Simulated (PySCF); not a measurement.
**`InChI=1S/C4H9GeNO/c1-4(5)2-6-3-7/h3H,1-2H2,5H3,(H,6,7)`**

Geometry:
```tsv
atom	x (Å)	y (Å)	z (Å)
C1	0.798	-1.754	-0.795
C2	0.577	-0.493	-0.460
Ge3	1.676	0.428	0.887
C4	-0.544	0.281	-1.101
N5	-1.736	0.286	-0.264
C6	-1.709	0.849	0.946
O7	-0.745	1.399	1.428
H8	0.209	-2.278	-1.536
H9	1.598	-2.316	-0.340
H10	1.778	1.886	0.615
H11	3.065	-0.148	0.718
H12	1.287	0.125	2.290
H13	-0.226	1.322	-1.232
H14	-0.813	-0.140	-2.072
H15	-2.547	-0.224	-0.572
H16	-2.675	0.787	1.478
```

The calculation used GIAO KT3/pcSseg-1 magnetisability, rotational g tensor and spin-rotation constants, non-relativistic, gas phase in PySCF. Geometry: GFN2-xTB.

The calculation is non-relativistic, which matters for the atoms heavier than Zn.

Q: Give the nuclear spin-rotation constants along the inertial axes (H = +C I·J) beside the isotropic shieldings.

A: Rotational constants 2.4856, 1.4909, 1.0225 GHz. A star marks the isotopologue with that one atom substituted, in its own axes.
```
atom  isotope  Caa (kHz)  Cbb (kHz)  Ccc (kHz)  mean (kHz)  σ (ppm)
  N5      14N      0.299      0.106      0.082       0.162    120.3
  H8       1H     -0.050      0.025     -0.112      -0.046     25.8
  H9       1H      0.100     -0.146     -0.060      -0.035     26.1
 H10       1H     -0.224     -0.077      0.007      -0.098     27.6
 H11       1H      0.053     -0.102     -0.091      -0.047     28.0
 H12       1H     -0.218     -0.072      0.002      -0.096     27.6
 H13       1H     -0.237     -0.087      0.016      -0.103     27.2
 H14       1H     -0.208      0.028     -0.102      -0.094     28.5
 H15       1H      0.043     -0.107     -0.107      -0.057     26.4
 H16       1H      0.022     -0.082     -0.036      -0.032     23.8
  C1     13C*      0.972      0.460      0.218       0.550     61.0
  C2     13C*      1.069      0.541      0.223       0.611     41.6
 Ge3    73Ge*     -0.644     -0.376     -0.278      -0.432   1539.0
  C4     13C*      0.469      0.317      0.197       0.328    131.3
  C6     13C*      0.866      0.568      0.301       0.578     35.7
  O7     17O*     -1.134     -0.727     -0.195      -0.685    -63.9
```
For the geometry as given, no vibrational averaging.

Q: How do the rotational constants and the g tensor change when H8, H9, H10, H11, H12, H13, H14, H15, H16 are replaced by deuterium?

A: Constants 2.1213, 1.3207, 0.9138 GHz; g -0.0279, -0.0138, -0.0077, against -0.0322, -0.0157, -0.0085 before.
